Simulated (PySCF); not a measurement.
Some computed properties have been withheld. Give your best values.

Compound: C₄H₅BO.
Z-matrix (Å and degrees, PBE0-D3(BJ)/def2-SVP geometry), rows numbered from 1:
```
B 
C   1  1.5249
C   2  1.4464  1  130.89
C   3  1.3556  2  106.82  1  -179.86
O   4  1.3621  3  110.13  2    -0.00
C   5  1.3315  4  107.36  3    -0.01
H   1  1.2095  2  120.99  3     0.05
H   1  1.2104  2  119.65  3   179.99
H   3  1.0882  2  126.53  1     0.11
H   4  1.0868  3  134.15  2  -179.98
H   6  1.0887  2  131.83  1    -0.14
```

```csv
property,level,value
point group,PBE0-D3(BJ)/def2-SVP,Cs
"rotational constants A, B, C",PBE0-D3(BJ)/def2-SVP,"9.053, 3.598, 2.575 GHz"
dipole moment,PBE0/def2-SVPD,?
HOMO energy,PBE0/def2-SVPD,-7.18 eV
LUMO energy,PBE0/def2-SVPD,-1.72 eV
lowest singlet excitation,TDDFT PBE0/def2-SVPD,"4.65 eV (267 nm, f = 0.050)"
strongest line among the 10 lowest singlet transitions,TDDFT PBE0/def2-SVPD,?
lowest triplet excitation (Tamm–Dancoff),TDA PBE0/def2-SVPD,3.37 eV
static isotropic polarisability,PBE0/def2-SVPD,63.5 au
vertical ionisation energy,ΔSCF PBE0/def2-SVPD,9.21 eV
electronic spatial extent ⟨r²⟩ about the centre of nuclear charge,PBE0/def2-SVPD,?
13C chemical shifts (computed TMS as zero) by class,GIAO HF/pcSseg-2,"174.4 (C6), 150.6 (C4), 131.4 (C2), 125.5 (C3) ppm"
1H chemical shifts (computed TMS as zero) by class,GIAO HF/pcSseg-2,?
"isotropic shieldings of nuclei other than C and H, by class",GIAO HF/pcSseg-2,"51 (B1), 44 (O5) ppm"
largest of the computed one-bond spin–spin couplings (means over like bonds),"B3LYP/pcJ-1, spin–dipole term left out for some pairs",?
```

The electronic properties come from PySCF, for the isolated species, density fitting.

The strongest line among the 10 lowest singlet transitions?

S5 at 6.63 eV (187 nm, f = 0.333).

Give the largest of the computed one-bond spin–spin couplings (means over like bonds).

13C–1H +213.7 (C4–H10), 13C–1H +213.1 (C6–H11), 13C–1H +186.6 (C3–H9), 11B–1H +136.0 (B1–H7 and 1 like it), 13C–13C +75.7 (C3–C4), 13C–11B +73.4 (C2–B1), 13C–13C +58.7 (C2–C6), 13C–13C +47.8 (C2–C3) Hz.

What are the 1H chemical shifts (computed TMS as zero) by class?

8.24 (H11), 7.61 (H10), 7.11 (H9), 6.45 (H7/H8) ppm.

The electronic spatial extent ⟨r²⟩ about the centre of nuclear charge?

484 bohr².

Give the dipole moment.

1.25 D.

The vertical singlet–triplet gap S1 − T1 is 1.28 eV (TDDFT singlet less Tamm–Dancoff triplet; S1: HOMO→LUMO, weight 0.95; T1: HOMO→LUMO, weight 0.88). No computed singlet falls in the visible range (750 to 380 nm, 1.65 to 3.26 eV); S1 lies 1.39 eV above its blue end. The ΔSCF ionisation energy exceeds −ε(HOMO) by 2.03 eV with PBE0. The principal polarisabilities are 40.9, 65.6 and 84.2 au; their mean is the isotropic value. The 10 singlets span 4.65 to 7.77 eV, and their oscillator strengths add up to 0.62.
